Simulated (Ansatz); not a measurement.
`[BH2][SnH]([Cl])[O]C`. Charge 0, multiplicity 1. Correlated methods include outer-core shells of Sn, which these sets cover unevenly. Sn: def2 effective core potential.

Cartesian coordinates in Å:
```
B -1.720 -1.341 -1.564
Sn -0.406 -0.775 0.163
Cl -1.880 0.062 1.793
O 0.695 0.752 -0.374
C 1.532 1.386 0.561
H -1.714 -0.669 -2.546
H -2.440 -2.284 -1.470
H 0.621 -1.846 1.010
H 2.137 2.127 0.032
H 2.217 0.683 1.056
H 0.958 1.906 1.338
```

Task: Give the diagnostics of a CCSD(T)/def2-TZVPP run (frozen core, the Gaussian-basis code of Ansatz). (Best estimate.)

Result: Computed: T1 = 0.0128, largest single amplitude 0.025, largest double 0.030, (T) share of the correlation energy 3.5 %, 12 CCSD cycles. The RHF solution is stable towards an unrestricted one. T1 lies under the customary mark of 0.02 for closed shells.
